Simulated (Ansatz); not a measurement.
The same path of ClF3Ge + H2S (8 atoms, charge 0, multiplicity 1) was run twice with different band settings. Lost on the way: Ge1–Cl2, S6–H8. Made: Ge1–S6, Cl2–H8.

All numbers below come from RHF/def2-SVP in Ansatz.

Relaxed end points:

```xyz
8
Properties=species:S:1:pos:R:3
Ge 0.470 0.065 0.006
Cl 0.848 0.421 2.031
F 1.928 -0.095 -0.829
F -0.362 1.321 -0.745
F -0.370 -1.374 -0.252
S -3.099 0.180 1.325
H -3.418 -0.449 0.192
H -3.046 -0.942 2.046
```

```xyz
8
Properties=species:S:1:pos:R:3
Ge -0.782 -0.152 -0.326
Cl -0.232 0.720 3.190
F 0.347 -1.060 0.562
F -0.059 1.365 -0.512
F -0.813 -0.843 -1.876
S -2.782 -0.148 0.510
H -3.332 -0.571 -0.634
H 0.603 -0.185 2.858
```

Common settings: climbing image yes; spring 5.0 eV/Å²; optimiser quadratic models (default); start path through a guess of the saddle point; force threshold 0.05 eV/Å; iteration limit 60; end points relaxed.

| run | movable images |
| --- | --- |
| 1 | 5 |
| 2 | 3 |

(1) What does each run give, and how far can it be trusted?

Results:

(1) Run 1: converged after 32 iterations, highest image 2.120 eV above the first end. Neighbouring images differ by up to 1.8 eV, so the band resolves the path poorly. A vibrational analysis at the climbing image gives one clearly imaginary mode, 1311i cm⁻¹: a first-order saddle point.
Run 2: converged after 47 iterations, highest image 2.120 eV above the first end. A structure lower than the last end lies on the path between it and the top, so the climb from that side starts below the end, which may itself be a saddle point or a shallow side well. Neighbouring images differ by up to 1.9 eV, so the band resolves the path poorly. Another band between the same ends (5 images) ends at a top of the same energy, where a vibrational analysis finds 1 clearly imaginary mode. So few images can step over the top or miss a turn of the path.
The orbitals stay closed-shell, which can raise the energy where a bond breaks towards radicals; this wasn't checked here.
